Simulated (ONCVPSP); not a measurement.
**ruthenium (Ru): one change to an ONCV potential, before and after**

* Element: ruthenium
* Generator: ONCVPSP 4.0.1
* Type: optimised norm-conserving Vanderbilt (ONCV)
* Functional: LDA (Perdew-Wang 92)
* Relativity: scalar-relativistic
* Frozen core: [Ar] 3d10
* Valence charge: 16
* Reference configuration: 4s2 4p6 4d5 (charge +3)
* Partial waves: 4s: rc 1.20 bohr, ncon 4, nbas 7, qcut 6.3 1/bohr, 2 projectors, debl 3.6 Ha; 4p: rc 1.75 bohr, ncon 3, nbas 6, qcut 7.4 1/bohr, 1 projector; 4d: rc 2.10 bohr, ncon 4, nbas 9, qcut 7.3 1/bohr, 2 projectors, debl 2.5 Ha
* Local potential: polynomial inside 1.00 bohr (lpopt 2, dvloc0 0 Ha)
* Core correction: Teter function fitted to the true core (icmod 2), fcfact 0.25

In the s channel the program set the typed energies aside and used -4.084, 0.250 Ha.

Change: d: rc 2.46. In the s channel the program set the typed energies aside and used -4.084, 0.250 Ha. In the d channel the program set the typed energies aside and used -1.381, 0.050 Ha.

Cutoffs: the cutoffs (Ha) at which the residual kinetic energy of the hardest occupied pseudo-wave falls to 1 and 0.1 mHa per electron; they do not see the model core or the augmentation charge, which bear on the density cutoff. Errors are all-electron minus pseudo energies relative to the spin-unpolarised reference configuration.

How do hardness, ghosts and transferability respond?

The potential gets neither clearly harder nor softer (75 Ha and 90 Ha → 75 Ha and 90 Ha); of the 4 tests that both files solve, the error grows in 4 and shrinks in 0 by more than 15 % and 0.3 meV (median size 27.6 → 60.7 meV); neither file shows a bound ghost. More of the atom is replaced by a form fitted at one configuration, so other configurations suffer.

| quantity | base | changed |
| --- | --- | --- |
| cutoff, loose | 75 Ha | 75 Ha |
| cutoff, tight | 90 Ha | 90 Ha |
| loose cutoff by channel | s 75 Ha, p 15 Ha, d 19 Ha | s 75 Ha, p 15 Ha, d 17 Ha |
| bound ghosts | none | none |
| GHOST(+) flags under 300 eV | none | none |
| error for 4s2 4p6 4d7 5s1, meV [ΔE -56.89 eV] | +35 | +79 |
| error for 4s2 4p6 4d7, meV [ΔE -49.29 eV] | +46 | +106 |
| error for 4s2 4p6 4d6, meV [ΔE -30.85 eV] | +20 | +42 |
| error for 4s2 4p6 4d6 5s1, meV [ΔE -46.57 eV] | +17 | +32 |
| s: phases at 1.22 bohr within 0.05 rad from the reference energy up to (Ha; the scan ends near 5) | to the end of the scan | to the end of the scan |
| p: phases at 1.77 bohr within 0.05 rad from the reference energy up to (Ha; the scan ends near 5) | -0.8 | -0.8 |
| rms error of d²Exc/dni dnj with the model core, mHa | 0.67 | 0.71 |
